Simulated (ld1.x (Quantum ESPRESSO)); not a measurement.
# Pd: excitation energies, all-electron against PAW

Pd (Z = 46), PAW, made with ld1.x (Quantum ESPRESSO) 7.5 (PBE, scalar-relativistic). Core [Ar] 3d10, reference 4s2 4p6 4d9 5s0 5p0 (charge +1). Waves: 4s (bound): rcut 1.75, rcutus 1.85 bohr; 5s (bound, empty): rcut 1.75, rcutus 1.85 bohr; 4p (bound): rcut 1.90, rcutus 2.15 bohr; 5p (bound, empty): rcut 1.90, rcutus 2.15 bohr; 4d (bound): rcut 1.10, rcutus 1.30 bohr; 4d channel at -0.7 Ry: rcut 1.10, rcutus 1.30 bohr. Local part: all-electron potential smoothed inside 2.05 bohr (lloc = -2). Core correction: Bessel-smoothed model core inside 1.35 bohr. Augmentation charge: PSQ, inside the norm-conserving radii.

Energies are relative to the spin-unpolarised reference configuration 4s2 4p6 4d9 5s0 5p0; without spin polarisation the order of configurations can differ from experiment.

| valence configuration | charge | ΔE all-electron (eV) | error AE − PS (meV) |
| --- | --- | --- | --- |
| 4s2 4p6 4d10 5s0 5p0 | 0 | -9.115 | +0.2 |
| 4s2 4p6 4d8 5s0 5p0 | +2 | 20.818 | -1.5 |
| 4s2 4p6 4d7 5s0 5p0 | +3 | 55.178 | -9.5 |
| 4s1 4p6 4d10 5s0 5p0 | +1 | 82.452 | -32 |
| 4s2 4p6 4d9 5s0 5p1 | 0 | -3.877 | +0.7 |

Task: What are ΔE and the potential's error for 4s2 4p5 4d10 5s0 5p0?

Result: ΔE = 48.050 eV all-electron; the error (AE − PS) is -32 meV.

Task: What are ΔE and the potential's error for 4s2 4p6 4d9.5 5s0 5p0?

Result: ΔE = -5.882 eV all-electron; the error (AE − PS) is +0.2 meV.
